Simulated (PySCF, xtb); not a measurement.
## GeNO−: which of two structures lies lower

Structure a is a singlet given by its coordinates and structure b is `[N]1=[Ge-][O]1`, a singlet. Both are isolated ions in the gas phase, relaxed with PBE0-D3(BJ)/def2-SVPD.

a (Å):

```
atom    x (Å)    y (Å)   z (Å)
  Ge  -1.1800  -0.2971  0.7883
   N  -2.6933  -0.8813  1.2955
   O  -3.7901  -1.3056  1.6636
```

Close contacts (Å): Ge1–N2 1.70, N2–O3 1.23.

b (Å):

```yaml
atoms:
  - { symbol: Ge, position_ang: [-2.6396, -1.9561, 1.1684] }
  - { symbol: N, position_ang: [-3.2034, -0.3130, 1.4911] }
  - { symbol: O, position_ang: [-1.8091, -0.1785, 1.0247] }
```

Q: Estimate E(b) − E(a) at the level CCSD(T)/def2-SVPD + ΔMP2/def2-TZVPPD.

A: Calculated at CCSD(T)/def2-SVPD + ΔMP2/def2-TZVPPD: E(b) − E(a) = +93.8 kJ/mol, so structure a lies lower.

Level by level:

```tsv
level	geometry	E(b) − E(a) (kJ/mol)	departure from the last row (kJ/mol)	job, with rough time for the two
GFN2-xTB	GFN2-xTB	+12.9	−80.9	optimisation, 0.085 s
HF/STO-3G	GFN2-xTB	+62.5	−31.3	single point, 1.2 s
r2SCAN-D4/def2-SVPD	GFN2-xTB	+127.8	+34.0	single point, 8.1 s
PBE0-D3(BJ)/def2-SVPD	PBE0-D3(BJ)/def2-SVPD	+133.3	+39.5	optimisation, 38 s
HF/def2-SVPD	PBE0-D3(BJ)/def2-SVPD	+99.5	+5.8	part of the CCSD(T) run
MP2/def2-SVPD	PBE0-D3(BJ)/def2-SVPD	+162.9	+69.1	part of the CCSD(T) run
CCSD(T)/def2-SVPD	PBE0-D3(BJ)/def2-SVPD	+117.4	+23.6	single point
CCSD(T)/def2-SVPD + ΔMP2/def2-TZVPPD	PBE0-D3(BJ)/def2-SVPD	+93.8		single point, 23 s
```

None of the levels shown reverses the order. The largest departure from CCSD(T)/def2-SVPD + ΔMP2/def2-TZVPPD is that of GFN2-xTB, 80.9 kJ/mol. The last row adds to CCSD(T) the change of the MP2 difference between the two basis sets, here −23.6 kJ/mol, a large step that makes the value less sure.

With thermal terms from frequencies at re-optimised GFN2-xTB minima (ideal gas, soft modes damped towards free rotors, one conformer each, 298.15 K, 1 atm): the zero-point term adds −4.6 kJ/mol; ΔH is +89.1 and ΔG +83.9 kJ/mol.

The T1 diagnostic of structures a and b is large, so the coupled-cluster value is less sure. The correlated steps freeze 11 core orbitals; the filled d shell of Ge is correlated, in a basis made for valence electrons. Codes used: PySCF 2.14.0, xtb 6.7.1; the last row on 2 threads of Intel(R) Xeon(R) Platinum 8488C (Sapphire Rapids) on a shared host.
